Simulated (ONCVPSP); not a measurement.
**PBE ONCV dataset for Al, fully relativistic all-electron reference.**

ONCVPSP 4.0.1 was run on this input:

```
# ATOM AND REFERENCE CONFIGURATION
# atsym  z   nc   nv     iexc    psfile
  Al 13.00    3    2        4      upf
#
#   n    l    f
    1    0    2.00
    2    0    2.00
    2    1    6.00
    3    0    2.00
    3    1    1.00
#
# PSEUDOPOTENTIAL AND OPTIMIZATION
# lmax
    2
#
#   l,   rc,      ep,       ncon, nbas, qcut
    0    2.10    0.00    3    7    3.20
    1    2.25    0.00    4    7    4.10
    2    2.20    0.13    4    8    3.90
#
# LOCAL POTENTIAL
# lloc, lpopt,  rc(5),   dvloc0
    4    5    1.70    0.00
#
# VANDERBILT-KLEINMAN-BYLANDER PROJECTORs
# l, nproj, debl
    0    2    0.40
    1    2    2.30
    2    2    0.70
#
# MODEL CORE CHARGE
# icmod, fcfact, rcfact
    1    0.60    0.00
#
# LOG DERIVATIVE ANALYSIS
# epsh1, epsh2, depsh
   -2.00    5.00    0.02
#
# OUTPUT GRID
# rlmax, drl
    6.00    0.01
#
# TEST CONFIGURATIONS
# ncnf
    4
# nvcnf
#   n    l    f
    2
    3    0    2.00
    3    1    0.00
#
    2
    3    0    1.00
    3    1    0.00
#
    2
    3    0    2.00
    3    1    0.50
#
    2
    3    0    1.00
    3    1    2.00
#
```

Command:

```bash
oncvpspr.x < Al.dat > Al.out
```

Output (shortened: citation, most of the input echo, consistency checks and plot data are left out):

```
ONCVPSP  (Optimized Norm-Conservinng Vanderbilt PSeudopotential)
relativistic version 4.0.1

#   n    l    f        energy (Ha)
    1    0    2.00    -5.5529921D+01
    2    0    2.00    -3.9746901D+00
    2    1    6.00    -2.5536113D+00    -2.5698286D+00
    3    0    2.00    -2.8490505D-01
    3    1    1.00    -9.9464829D-02    -1.0006443D-01

Reference configufation results
  iterations    25
  all-electron total energy (Ha)   -2.42684909D+02

Begin loop to  construct optimized pseudo wave functions
and semi-local pseudopoentials for all angular momenta

   Wellstate for l =  0  n =  4 kap= -1
     eigenvalue =   0.1151
     asymptotic potential =   0.6151
     half-point radius =  8.9110

Calculating optimized projector #   1

 for l=   0

    Fraction of norm inside rc  0.371245
    Optimizing pswf for qcut=   3.20 a_B^-1,  ecut=   5.12 Ha
    Residual kinetic energy error=  5.13D-04 Ha

    Energy error per electron        Cutoff
         Ha          eV             Ha
         0.01000     0.27211        2.67
         0.00100     0.02721        4.62
         0.00010     0.00272       17.30
         0.00001     0.00027       40.33

Calculating optimized projector #   2

 for l=   0

    Fraction of norm inside rc  0.108944
    Optimizing pswf for qcut=   3.20 a_B^-1,  ecut=   5.12 Ha
    Residual kinetic energy error=  3.23D-04 Ha

    Energy error per electron        Cutoff
         Ha          eV             Ha
         0.01000     0.27211        2.15
         0.00100     0.02721        4.28
         0.00010     0.00272        7.95
         0.00001     0.00027       29.91

   Wellstate for l =  1  n =  5 kap= -2
     eigenvalue =   2.2005
     asymptotic potential =   2.7005
     half-point radius =  4.0406

Calculating optimized projector #   1

 for l=   1

    Fraction of norm inside rc  0.219373
    Optimizing pswf for qcut=   4.09 a_B^-1,  ecut=   8.38 Ha
    Residual kinetic energy error=  2.91D-06 Ha

    Energy error per electron        Cutoff
         Ha          eV             Ha
         0.01000     0.27211        1.23
         0.00100     0.02721        2.09
         0.00010     0.00272        5.15
         0.00001     0.00027        7.37

Calculating optimized projector #   2

 for l=   1

    Fraction of norm inside rc  0.169365
    Optimizing pswf for qcut=   4.09 a_B^-1,  ecut=   8.38 Ha
    Residual kinetic energy error=  1.62D-04 Ha

    Energy error per electron        Cutoff
         Ha          eV             Ha
         0.01000     0.27211        4.46
         0.00100     0.02721        7.24
         0.00010     0.00272        9.14
         0.00001     0.00027       27.61

   Wellstate for l =  1  n =  5 kap=  1
     eigenvalue =   2.1999

Calculating optimized projector #   1

 for l=   1

    Fraction of norm inside rc  0.221218
    Optimizing pswf for qcut=   4.09 a_B^-1,  ecut=   8.38 Ha
    Residual kinetic energy error=  3.09D-06 Ha

    Energy error per electron        Cutoff
         Ha          eV             Ha
         0.01000     0.27211        1.24
         0.00100     0.02721        2.11
         0.00010     0.00272        5.16
         0.00001     0.00027        7.41

Calculating optimized projector #   2

 for l=   1

    Fraction of norm inside rc  0.169662
    Optimizing pswf for qcut=   4.09 a_B^-1,  ecut=   8.38 Ha
    Residual kinetic energy error=  1.65D-04 Ha

    Energy error per electron        Cutoff
         Ha          eV             Ha
         0.01000     0.27211        4.46
         0.00100     0.02721        7.25
         0.00010     0.00272        9.11
         0.00001     0.00027       26.29

   Wellstate for l =  2  n =  3 kap= -3
     eigenvalue =   0.1300
     asymptotic potential =   0.6300
     half-point radius =  8.3386

   Wellstate for l =  2  n =  4 kap= -3
     eigenvalue =   0.8300
     asymptotic potential =   1.3300
     half-point radius =  5.0749

Calculating optimized projector #   1

 for l=   2

    Fraction of norm inside rc  0.077559
    Optimizing pswf for qcut=   3.90 a_B^-1,  ecut=   7.62 Ha
    Residual kinetic energy error=  2.15D-04 Ha

    Energy error per electron        Cutoff
         Ha          eV             Ha
         0.01000     0.27211        2.47
         0.00100     0.02721        5.55
         0.00010     0.00272        9.74
         0.00001     0.00027       42.59

Calculating optimized projector #   2

 for l=   2

    Fraction of norm inside rc  0.283293
    Optimizing pswf for qcut=   3.90 a_B^-1,  ecut=   7.62 Ha
    Residual kinetic energy error=  4.00D-03 Ha

    Energy error per electron        Cutoff
         Ha          eV             Ha
         0.01000     0.27211        6.37
         0.00100     0.02721        9.32
         0.00010     0.00272       19.23
         0.00001     0.00027       43.11

   Wellstate for l =  2  n =  3 kap=  2
     eigenvalue =   0.1300

   Wellstate for l =  2  n =  4 kap=  2
     eigenvalue =   0.8300

Calculating optimized projector #   1

 for l=   2

    Fraction of norm inside rc  0.077585
    Optimizing pswf for qcut=   3.90 a_B^-1,  ecut=   7.62 Ha
    Residual kinetic energy error=  2.16D-04 Ha

    Energy error per electron        Cutoff
         Ha          eV             Ha
         0.01000     0.27211        2.47
         0.00100     0.02721        5.56
         0.00010     0.00272        9.74
         0.00001     0.00027       42.60

Calculating optimized projector #   2

 for l=   2

    Fraction of norm inside rc  0.283354
    Optimizing pswf for qcut=   3.90 a_B^-1,  ecut=   7.62 Ha
    Residual kinetic energy error=  4.01D-03 Ha

    Energy error per electron        Cutoff
         Ha          eV             Ha
         0.01000     0.27211        6.37
         0.00100     0.02721        9.32
         0.00010     0.00272       19.24
         0.00001     0.00027       43.12

Construct Vanderbilt / Kleinmman-Bylander projectors

B matrix Hermiticity error, ll=  0  kap= -1
   1   2    8.1109D-06

  Orthonormal projector coefficients  3.0106E+00  6.4584E-01

B matrix Hermiticity error, ll=  1  kap= -2
   1   2   -5.4471D-05

  Orthonormal projector coefficients  1.3970E+00  2.1043E-01

B matrix Hermiticity error, ll=  1  kap=  1
   1   2   -5.4586D-05

  Orthonormal projector coefficients  1.3933E+00  2.0986E-01

B matrix Hermiticity error, ll=  2  kap= -3
   1   2    7.1130D-06

  Orthonormal projector coefficients -3.0739E+00 -7.5634E-01

B matrix Hermiticity error, ll=  2  kap=  2
   1   2    7.1150D-06

  Orthonormal projector coefficients -3.0740E+00 -7.5687E-01

 Orthonormal scalar projector coefficients, l =  1
  1.3958E+00  2.1023E-01  2.5634E-05  2.2623E-07

 Orthonormal spin-orbit projector coefficients, l =  1
  8.3257E-03 -7.4290E-03  2.0311E-03 -5.4183E-05

 Orthonormal scalar projector coefficients, l =  2
 -3.0739E+00 -7.5655E-01 -3.6763E-08 -1.3782E-09

 Orthonormal spin-orbit projector coefficients, l =  2
  4.1476E-04 -2.5285E-04  1.3069E-04 -3.8207E-06

Model core correction analysis
  based on d2Exc/dn_idn_j

d2excae - all-electron derivatives

   -1.875645D-02   -8.717664D-03
   -9.721686D-03   -4.646339D-03

d2excps - pseudofunction derivatives with no core correction

   -2.330212D-02   -1.037413D-02
   -1.163849D-02   -5.336722D-03

rms 2nd derivative error    2.624774E-03

Polynomial model core charge

d2excps - pseudofunction derivatives with core correction

   -1.994545D-02   -9.332938D-03
   -1.062387D-02   -5.037922D-03

rms 2nd derivative error    8.305950E-04

Pseudoatom total energy   -1.963608

Diagnostic tests using Vanderbilt-Kleinman-Bylander pseudopotentials
  relativistic with J = L +/- 1/2 projectors

   l  kap   rcore       rmatch      e in        delta e    norm test   slope test

   0  -1   2.1073831   2.1713678  -0.2849050   0.0000258   1.0000358   1.0012423
   0  -1   2.1073831   2.1713678   0.1150950   0.0000696   1.0000595   1.0000595

   1  -2   2.2507190   2.3190557  -0.0994648  -0.0000003   1.0000081   0.9999984
   1   1   2.2507190   2.3190557  -0.1000644   0.0000014   1.0000117   1.0000158
   1  -2   2.2507190   2.3190557   2.2005352   0.0000166   1.0000998   1.0000998
   1   1   2.2507190   2.3190557   2.1990510   0.0000170   1.0000995   1.0000995

   2  -3   2.2106874   2.2778086   0.1300000   0.0000022   1.0000219   1.0000219
   2   2   2.2106874   2.2778086   0.1299901   0.0000033   1.0000224   1.0000224
   2  -3   2.2106874   2.2778086   0.8300000   0.0000034   1.0000524   1.0000524
   2   2   2.2106874   2.2778086   0.8299425   0.0000039   1.0000529   1.0000529

Diagnostic tests using Vanderbilt-Kleinman-Bylander pseudopotentials
  relativistic with scalar and spin-orbit non-local projectors

   l  kap   rcore       rmatch      e in        delta e    norm test   slope test

   0  -1   2.1073831   2.1713678  -0.2849050   0.0000258   1.0000358   1.0012423
   0  -1   2.1073831   2.1713678   0.1150950   0.0000696   1.0000595   1.0000595

   1  -2   2.2507190   2.3190557  -0.0994648  -0.0000007   1.0000065   1.0000098
   1   1   2.2507190   2.3190557  -0.1000644   0.0000011   1.0000101   1.0000274
   1  -2   2.2507190   2.3190557   2.2005352   0.0000160   1.0001005   1.0001005
   1   1   2.2507190   2.3190557   2.1990510   0.0000164   1.0001001   1.0001001

   2  -3   2.2106874   2.2778086   0.1300000   0.0000022   1.0000219   1.0000219
   2   2   2.2106874   2.2778086   0.1299901   0.0000033   1.0000224   1.0000224
   2  -3   2.2106874   2.2778086   0.8300000   0.0000034   1.0000524   1.0000524
   2   2   2.2106874   2.2778086   0.8299425   0.0000039   1.0000529   1.0000529

Ghost test for J = L + 1/2

 Testing for bound ghosts
   n   l    E NL Schr. Eq   E Basis Diag.   E Cutoff

   1   0       -0.284879       -0.280914     42.03

   2   1       -0.099465       -0.085263     43.49

 Testing for highly-localized positive-energy ghosts
       l    <radius>/rc     E Basis Diag.   E Cutoff

Ghost test for J = L - 1/2

 Testing for bound ghosts
   n   l    E NL Schr. Eq   E Basis Diag.   E Cutoff

   1   0       -0.284879       -0.280914     42.03

   2   1       -0.100063       -0.086007     43.49

 Testing for highly-localized positive-energy ghosts
       l    <radius>/rc     E Basis Diag.   E Cutoff

Test configuration 0

   n   l kap    f        eae           eps        diff
   1   0  -1  2.0000  -55.52992096
   2   0  -1  2.0000   -3.97469007
   2   1  -2  4.0000   -2.55361134
   2   1   1  2.0000   -2.56982857
   3   0  -1  2.0000   -0.28490505   -0.28487924    2.58E-05
   3   1  -2  0.6667   -0.09946483   -0.09946514   -3.08E-07
   3   1   1  0.3333   -0.10006443   -0.10006299    1.44E-06

    Total energies and differences
      AE_ref= -2.42684909E+02  AE_tst= -2.42684909E+02  dif=  0.00E+00
      PS_ref= -1.96360817E+00  PS_tst= -1.96360817E+00  dif= -4.88E-15
      PSP excitation error=  4.88E-15

Test configuration 1

   n   l kap    f        eae           eps        diff
   1   0  -1  2.0000  -55.84186053
   2   0  -1  2.0000   -4.28107682
   2   1  -2  4.0000   -2.86041091
   2   1   1  2.0000   -2.87665020
   3   0  -1  2.0000   -0.54425910   -0.54403774    2.21E-04
   3   1  -2  0.0000   -0.33241185   -0.33241185    0.00E+00
   3   1   1  0.0000   -0.33328751   -0.33328751    0.00E+00

    Total energies and differences
      AE_ref= -2.42684909E+02  AE_tst= -2.42473187E+02  dif=  2.12E-01
      PS_ref= -1.96360817E+00  PS_tst= -1.75189916E+00  dif=  2.12E-01
      PSP excitation error=  1.29E-05

Test configuration 2

   n   l kap    f        eae           eps        diff
   1   0  -1  2.0000  -56.30713714
   2   0  -1  2.0000   -4.73181537
   2   1  -2  4.0000   -3.31128660
   2   1   1  2.0000   -3.32759812
   3   0  -1  1.0000   -0.87269481   -0.87272766   -3.28E-05
   3   1  -2  0.0000   -0.63177128   -0.63177128    0.00E+00
   3   1   1  0.0000   -0.63300012   -0.63300012    0.00E+00

    Total energies and differences
      AE_ref= -2.42684909E+02  AE_tst= -2.41766666E+02  dif=  9.18E-01
      PS_ref= -1.96360817E+00  PS_tst= -1.04548792E+00  dif=  9.18E-01
      PSP excitation error=  1.22E-04

Test configuration 3

   n   l kap    f        eae           eps        diff
   1   0  -1  2.0000  -55.67287569
   2   0  -1  2.0000   -4.11574607
   2   1  -2  4.0000   -2.69482857
   2   1   1  2.0000   -2.71105305
   3   0  -1  2.0000   -0.40768371   -0.40758798    9.57E-05
   3   1  -2  0.3333   -0.20926000   -0.20925611    3.89E-06
   3   1   1  0.1667   -0.20999207   -0.20998544    6.63E-06

    Total energies and differences
      AE_ref= -2.42684909E+02  AE_tst= -2.42608264E+02  dif=  7.66E-02
      PS_ref= -1.96360817E+00  PS_tst= -1.88696397E+00  dif=  7.66E-02
      PSP excitation error=  4.55E-08

Test configuration 4

   n   l kap    f        eae           eps        diff
   1   0  -1  2.0000  -55.59874447
   2   0  -1  2.0000   -4.04153120
   2   1  -2  4.0000   -2.62003445
   2   1   1  2.0000   -2.63626803
   3   0  -1  1.0000   -0.31507348   -0.31547068   -3.97E-04
   3   1  -2  1.3333   -0.12263162   -0.12256637    6.52E-05
   3   1   1  0.6667   -0.12329996   -0.12323664    6.33E-05

    Total energies and differences
      AE_ref= -2.42684909E+02  AE_tst= -2.42496049E+02  dif=  1.89E-01
      PS_ref= -1.96360817E+00  PS_tst= -1.77453995E+00  dif=  1.89E-01
      PSP excitation error= -2.08E-04
```

The run took about 4.3 s on one core of a shared server CPU.
